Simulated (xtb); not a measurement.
SiHI3, SMILES I[SiH](I)I. All values are semi-empirical tight-binding results from xtb (GFN2-xTB unless named), good for trends rather than for accurate numbers. Geometry: GFN2-xTB.

Question: Estimate the properties. (An estimate is asked for; the answer gives what the named calculation found.)

Answer: 
* **point group as xtb finds it**: C3v
* **orbital gap**: 4.96 eV
* **zero-point energy**: 7.4 kcal/mol
* **G − E(el) at 298.15 K (modified RRHO)**: -14.8 kcal/mol
* **static polarisability (D4 model)**: 123.9 bohr³
* **solvation energy, GFN2-xTB/ALPB(water)**: -3.2 kcal/mol
* **solvation energy, GFN2-xTB/ALPB(thf)**: -9.5 kcal/mol
